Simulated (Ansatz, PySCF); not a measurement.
C2H3ClSi, singlet, geometry from GFN2-xTB, with bond 5-1 at 2.4 times its length. Base run: CASSCF(4,4)/6-31G run with PySCF.

Input for PySCF:
```python
from pyscf import gto, scf, mcscf
import numpy

mol = gto.Mole()
mol.atom = '''
    Si   -0.435180   -0.507243    0.497600
    Cl   -1.171506    0.888676   -0.767482
    C     1.409008   -0.481278    0.373870
    C     2.607392   -0.451704    0.281597
    H    -1.602053   -3.659680   -0.495572
    H    -0.825516   -0.159320    1.861252
    H     3.656607   -0.428116    0.202963
'''
mol.basis = '6-31g'
mol.charge = 0
mol.spin = 0
mol.verbose = 4
mol.build()

mf = scf.RHF(mol)
mf.kernel()
mc = mcscf.CASSCF(mf, 4, 4)
mc.fix_spin_(ss=0.0)
mc.kernel()
occ = numpy.linalg.eigvalsh(mc.fcisolver.make_rdm1(mc.ci, mc.ncas, mc.nelecas))[::-1]
ss = mc.fcisolver.spin_square(mc.ci, mc.ncas, mc.nelecas)[0]
print('natural occupations', occ.round(4), ' <S^2>', round(ss, 4))
```

Programs used: Ansatz (a first-principles code), PySCF; a row that names a program was run with it.

The base run was repeated with changes; each row names its change, and settings that it needs were set with it.

```json
[
 {"change": "base", "ΔE vs base (mEh)": "0.000", "natural occupations": "1.93 1.31 0.69 0.07", "<S^2> of the state": "0.00"},
 {"change": "orbitals = fixed (CASCI)", "ΔE vs base (mEh)": "44.297", "natural occupations": "2.00 1.39 0.61 0.00", "<S^2> of the state": "0.00"},
 {"change": "state_average = 2 states", "ΔE vs base (mEh)": "25.829", "natural occupations": "-", "<S^2> of the state": "-"},
 {"change": "code = ansatz; correction = SC-NEVPT2, all electrons", "ΔE vs base (mEh)": "-242.2", "natural occupations": "-", "<S^2> of the state": "-"},
 {"change": "active space = 4 electrons, 5 orbitals", "ΔE vs base (mEh)": "-0.881", "natural occupations": "1.93 1.31 0.69 0.07 0.00", "<S^2> of the state": "0.00"},
 {"change": "active space = 8 electrons, 8 orbitals", "ΔE vs base (mEh)": "-67.987", "natural occupations": "1.98 1.93 1.93 1.32 0.69 0.07 0.07 0.02", "<S^2> of the state": "0.00"},
 {"change": "active space = 4 electrons, 3 orbitals", "ΔE vs base (mEh)": "25.145", "natural occupations": "2.00 1.31 0.69", "<S^2> of the state": "0.00"},
 {"change": "start = MP2 natural orbitals", "ΔE vs base (mEh)": "0.000", "natural occupations": "1.93 1.31 0.69 0.07", "<S^2> of the state": "0.00"},
 {"change": "orbitals = fixed (CASCI); correction = SC-NEVPT2", "ΔE vs base (mEh)": "-238.7", "natural occupations": "2.00 1.39 0.61 0.00", "<S^2> of the state": "0.00"},
 {"change": "fix_spin_ = off", "ΔE vs base (mEh)": "0.000", "natural occupations": "1.93 1.31 0.69 0.07", "<S^2> of the state": "0.00"},
 {"change": "active space = 10 electrons, 8 orbitals", "ΔE vs base (mEh)": "-51.052", "natural occupations": "2.00 2.00 1.94 1.94 1.31 0.69 0.07 0.06", "<S^2> of the state": "0.00"}
]
```

Active orbitals are taken around the Fermi level unless the row says otherwise; CASSCF can end in different local minima, and two programs can end on different orbitals. State-averaged rows give the lowest state.

Ansatz warned in this series: other orbitals give a lower active-space energy.
